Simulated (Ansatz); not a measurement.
A run for Ansatz (an electronic-structure program): R-CCSD(T)/cc-pVQZ on C2H6 (SMILES CC).

Ansatz 0.2 input:
```yaml
crystal:
  periodic: [false, false, false]
  atoms:
    - {symbol: C, position_ang: [0.00000000, -0.00000140, 0.76305556]}
    - {symbol: C, position_ang: [-0.00000000, 0.00000140, -0.76305556]}
    - {symbol: H, position_ang: [0.00000000, 1.01710952, 1.16016891]}
    - {symbol: H, position_ang: [-0.88084116, -0.50855542, 1.16017148]}
    - {symbol: H, position_ang: [0.88084116, -0.50855542, 1.16017148]}
    - {symbol: H, position_ang: [0.00000000, -1.01710952, -1.16016891]}
    - {symbol: H, position_ang: [-0.88084116, 0.50855542, -1.16017148]}
    - {symbol: H, position_ang: [0.88084116, 0.50855542, -1.16017148]}
basis:
  gaussian:
    orbitals: cc-pVQZ
magnetization: {spin_polarized: false}
correlation: {method: ccsd_t, electrons: outside_noble_gas}
scf: {lower_state_search: off}
```

The log:

```
WARN ansatz: RAYON_NUM_THREADS=4 ignored (pool sized by the plan → 4); use --threads N
Functional definition: HF
these checks for a lower state are left out or cut short: stability, starts, cluster_reference, orbital_swaps, neighbouring_geometries, increment
integrals: 2.49 GiB planned
1656 factors; integrals over basis functions are off by at most 1.1e-3 eV
mean field: 1.05 GiB planned
mean field evaluation 1: about -2154.8594 eV, gradient 2.8e1 eV
mean field evaluation 2: about -2154.8596 eV, gradient 2.8e1 eV
mean field evaluation 4: about -2156.8884 eV, gradient 2.4e0 eV
mean field evaluation 8: about -2156.9114 eV, gradient 3.8e-4 eV
mean field -2156.91138569 eV, -79.2650314171 hartree, gradient 7.8e-7 eV, S^2 0.000000; 0 other end points of the search recorded, 0 dependent functions left out
2 core orbitals not correlated
reference -2156.91138569 eV, -79.2650314171 hartree; 7, 7 occupied and 281, 281 virtual orbitals, 1656 factors
second order -10.67582426 eV of doubles, -0.00000000 eV of singles
coupled cluster: 4.06 GiB planned
cycle   1  -11.10540474 eV  change   -4.3e-1 eV  update   5.8e-2
cycle   2  -11.36795094 eV  change   -2.6e-1 eV  update   1.7e-2
cycle   3  -11.40039954 eV  change   -3.2e-2 eV  update   5.5e-3
cycle   4  -11.39943368 eV  change    9.7e-4 eV  update   1.2e-3
cycle   5  -11.39977883 eV  change   -3.5e-4 eV  update   2.9e-4
cycle   6  -11.39978351 eV  change   -4.7e-6 eV  update   8.2e-5
cycle   7  -11.39976421 eV  change    1.9e-5 eV  update   2.0e-5
cycle   8  -11.39977160 eV  change   -7.4e-6 eV  update   5.7e-6
perturbative correction -0.40124989 eV, -0.0147456617 hartree
Total energy: -2168.71240718 eV, -79.6987109578 hartree
Checks for a lower state left out: stability, starts, cluster_reference, orbital_swaps, neighbouring_geometries, increment
```

Self-consistency was reached.

Cost: about 50 core-seconds (a rough figure).
